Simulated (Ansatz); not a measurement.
A made-up structure of Al$_{2}$HClO, closed shell:

Cl1  (-0.020, 2.501, 1.144)
Al2  (-0.780, -0.525, 0.596)
O3  (0.589, -0.653, -0.453)
Al4  (0.595, 1.072, -0.453)
H5  (1.513, 2.155, -1.154)
(Å)

It is relaxed with PBE-D4/def2-SVP and then PBE0-D4/def2-TZVP (Ansatz 0.2.0). Atoms count as bonded within 1.22 times the sum of their covalent radii (H–H: 0.88 Å). The end point is not checked to be a true minimum.

Problem. Does its bonding change? (A judgement: the text doesn't fix the answer.)

Solution. Computed: Yes. Formed: none; broken: Al2–Al4.

Where it ends: The first stage lowers the energy by 1.68 eV in 11 steps. It ends as Al₂HClO ([Al][O][AlH][Cl]):
| atom | x (Å) | y (Å) | z (Å) |
| --- | --- | --- | --- |
| Cl1 | 0.1319 | 2.9571 | 1.1121 |
| Al2 | -0.6609 | -1.5966 | 0.2553 |
| O3 | 0.0525 | -0.0833 | -0.0491 |
| Al4 | 0.6887 | 1.4576 | -0.2407 |
| H5 | 1.6855 | 1.8147 | -1.3970 |

Labels in which every atom is bracketed show which atoms are joined, not bond orders.

For scale, one of the runs: PBE0-D4/def2-TZVP relaxation, 148 basis functions, launched by `ansatz run in.yaml --threads 2 --pin off --events-out ev --progress --plain --max-ram 4352MiB`. The run took about 25 s on 2 CPU threads of an Arm Neoverse V1 (shared host).
